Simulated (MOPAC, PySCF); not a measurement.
Torsion H3–Si1–S2–H4 in H2SSi (SMILES [SiH]S); at each angle all else is relaxed with GFN2-xTB, and the levels are single points there.
Geometry at 180° (charge 0, multiplicity 1):
```xyz
4

Si     0.992     0.697    -0.443
S     -0.987     0.465     0.414
H      1.496    -0.508     0.247
H     -1.532     1.530    -0.161
```

On the grid 0° to 330°, 90° is the highest and 180° the lowest point at CCSD(T)/CBS(cc-pV(T+d)Z, cc-pV(Q+d)Z).

Rows in 6-31G*, STO-3G carry no dispersion term and start afresh at each structure (6-31G* with six Cartesian d functions). The state that AM1, PM6 reach isn't checked.

Run with MOPAC for AM1, PM6 (differences of heats of formation); PySCF for 6-31G* rows, STO-3G rows. Values without a source in brackets are computed.

One of these levels gives 12.11 kcal/mol for the energy at 90° less that at 180°. Which?
(A) HF/6-31G*
(B) AM1
(C) PM6
(D) HF/STO-3G

B, AM1. The others give 7.41 (PM6), 15.35 (HF/STO-3G), 17.23 (HF/6-31G*)
